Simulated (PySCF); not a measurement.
H₉N₃Si₃, triplet, at the geometry of the source list (a higher spin typed on purpose: for a closed-shell molecule this is an excited state); DF-HF/3-21G in PySCF.

PySCF was given this input:
```python
from pyscf import gto, scf

mol = gto.M(
    atom='''
Si    1.669100   -0.434200   -0.530100
N     0.512000   -1.521400    0.146900
Si   -1.176600   -1.299400    0.428700
N    -1.441100    0.397000    0.603000
Si   -0.531500    1.723900   -0.021900
N     1.085500    1.165200   -0.249500
H     1.839600   -0.683200   -1.975100
H     2.940000   -0.600000    0.186000
H     0.821200   -2.476200    0.200700
H    -1.970600   -1.840900   -0.691100
H    -1.529800   -1.958400    1.692000
H    -2.349600    0.643400    0.956600
H    -0.519100    2.794500    0.982000
H    -1.105400    2.198500   -1.295700
H     1.756300    1.891300   -0.432500
''',
    basis='3-21g',
    charge=0,
    spin=2,
    verbose=4,
)

mf = scf.UHF(mol)
mf = mf.density_fit(auxbasis='def2-universal-jkfit')
mf.kernel()
```

**Question.** Predict the main parts of the log of this PySCF run.

**Answer.** 
```
PySCF version 2.14.0

[INPUT] verbose = 4
[INPUT] num. atoms = 15
[INPUT] num. electrons = 72
[INPUT] charge = 0
[INPUT] spin (= nelec alpha-beta = 2S) = 2
[INPUT] symmetry False subgroup None
[INPUT] Mole.unit = angstrom
[INPUT] Symbol           X                Y                Z      unit          X                Y                Z       unit  Magmom
[...]
nuclear repulsion = 474.033508813322
number of shells = 54
number of NR pGTOs = 153
number of NR cGTOs = 84
basis = 3-21g
ecp = {}

******** <class 'pyscf.df.df_jk.DFUHF'> ********
method = DFUHF
initial guess = minao
damping factor = 0
level_shift factor = 0
DIIS = <class 'pyscf.scf.diis.CDIIS'>
diis_start_cycle = 1
diis_space = 8
diis_damp = 0
SCF conv_tol = 1e-09
SCF conv_tol_grad = None
SCF max_cycles = 50
direct_scf = False
number electrons alpha = 37  beta = 35
Set gradient conv threshold to 3.16228e-05
******** <class 'pyscf.df.df.DF'> ********
auxbasis = def2-universal-jkfit
init E= -1030.23064603518

cycle= 1 E= -1029.63460581983  delta_E= 0.596  |g|= 0.277  |ddm|= 3.59

cycle= 2 E= -1029.69271017194  delta_E= -0.0581  |g|= 0.133  |ddm|= 0.61

cycle= 3 E= -1029.70895517959  delta_E= -0.0162  |g|= 0.0599  |ddm|= 0.391

cycle= 4 E= -1029.72870279665  delta_E= -0.0197  |g|= 0.0802  |ddm|= 0.357

cycle= 5 E= -1029.72325457306  delta_E= 0.00545  |g|= 0.0789  |ddm|=  0.1

cycle= 6 E= -1029.69659339702  delta_E= 0.0267  |g|= 0.0445  |ddm|= 0.685

cycle= 7 E= -1029.69301457972  delta_E= 0.00358  |g|= 0.0307  |ddm|= 0.345

cycle= 8 E= -1029.69406029686  delta_E= -0.00105  |g|= 0.0279  |ddm|= 0.113

cycle= 9 E= -1029.69276137503  delta_E= 0.0013  |g|= 0.0251  |ddm|= 0.102

cycle= 10 E= -1029.69182794042  delta_E= 0.000933  |g|= 0.0192  |ddm|= 0.179

cycle= 11 E= -1029.69222654171  delta_E= -0.000399  |g|= 0.0101  |ddm|= 0.189

cycle= 12 E= -1029.69264629691  delta_E= -0.00042  |g|= 0.0167  |ddm|= 0.142

cycle= 13 E= -1029.69221416501  delta_E= 0.000432  |g|= 0.00869  |ddm|= 0.118

cycle= 14 E= -1029.69218200433  delta_E= 3.22e-05  |g|= 0.00261  |ddm|= 0.0633

cycle= 15 E= -1029.69218562529  delta_E= -3.62e-06  |g|= 0.00094  |ddm|= 0.0292

cycle= 16 E= -1029.69218969551  delta_E= -4.07e-06  |g|= 0.000913  |ddm|= 0.018

cycle= 17 E= -1029.69218982339  delta_E= -1.28e-07  |g|= 0.00037  |ddm|= 0.0153

cycle= 18 E= -1029.69219037302  delta_E= -5.5e-07  |g|= 0.000211  |ddm|= 0.0129

cycle= 19 E= -1029.69219072762  delta_E= -3.55e-07  |g|= 0.000177  |ddm|= 0.00628

cycle= 20 E= -1029.69219095491  delta_E= -2.27e-07  |g|= 0.000188  |ddm|= 0.00386

cycle= 21 E= -1029.69219095326  delta_E= 1.65e-09  |g|= 0.000186  |ddm|= 0.000624

cycle= 22 E= -1029.69219095678  delta_E= -3.52e-09  |g|= 0.000186  |ddm|= 9.49e-05

cycle= 23 E= -1029.69219103781  delta_E= -8.1e-08  |g|= 0.0002  |ddm|= 0.00111

cycle= 24 E= -1029.69219103849  delta_E= -6.79e-10  |g|= 0.000198  |ddm|= 0.000165

cycle= 25 E= -1029.69219115491  delta_E= -1.16e-07  |g|= 0.000183  |ddm|= 0.00297

cycle= 26 E= -1029.69219077001  delta_E= 3.85e-07  |g|= 0.000167  |ddm|= 0.00687

cycle= 27 E= -1029.69219054858  delta_E= 2.21e-07  |g|= 0.000178  |ddm|= 0.00484

cycle= 28 E= -1029.69219132917  delta_E= -7.81e-07  |g|= 0.000159  |ddm|= 0.0163

cycle= 29 E= -1029.69219185923  delta_E= -5.3e-07  |g|= 0.000154  |ddm|= 0.0103

cycle= 30 E= -1029.69219185554  delta_E= 3.69e-09  |g|= 0.000153  |ddm|= 0.000177

cycle= 31 E= -1029.69219194014  delta_E= -8.46e-08  |g|= 0.000156  |ddm|= 0.0015

cycle= 32 E= -1029.69219106812  delta_E= 8.72e-07  |g|= 0.00017  |ddm|= 0.0182

cycle= 33 E= -1029.69219082648  delta_E= 2.42e-07  |g|= 0.000167  |ddm|= 0.00529

cycle= 34 E= -1029.69219048757  delta_E= 3.39e-07  |g|= 0.00015  |ddm|= 0.00733

cycle= 35 E= -1029.69219003198  delta_E= 4.56e-07  |g|= 0.00015  |ddm|= 0.0107

cycle= 36 E= -1029.69218810978  delta_E= 1.92e-06  |g|= 9.94e-05  |ddm|= 0.0563

cycle= 37 E= -1029.69218709093  delta_E= 1.02e-06  |g|= 6.87e-05  |ddm|= 0.0587

cycle= 38 E= -1029.69218697025  delta_E= 1.21e-07  |g|= 5.51e-05  |ddm|= 0.0233

cycle= 39 E= -1029.69218697578  delta_E= -5.53e-09  |g|= 4.44e-05  |ddm|= 0.00068

cycle= 40 E= -1029.69218697462  delta_E= 1.16e-09  |g|= 4.18e-05  |ddm|= 0.0074

cycle= 41 E= -1029.69218697694  delta_E= -2.33e-09  |g|= 2.9e-05  |ddm|= 0.00363

cycle= 42 E= -1029.6921869748  delta_E= 2.14e-09  |g|= 1.95e-05  |ddm|= 0.000684

cycle= 43 E= -1029.69218697338  delta_E= 1.42e-09  |g|= 1.01e-05  |ddm|= 0.000214

cycle= 44 E= -1029.69218697281  delta_E= 5.69e-10  |g|= 6.32e-06  |ddm|= 0.000333

Extra cycle  E= -1029.69218697297  delta_E= -1.55e-10  |g|= 5.77e-06  |ddm|= 4.97e-05
converged SCF energy = -1029.69218697297  <S^2> = 2.0236847  2S+1 = 3.0157485
```
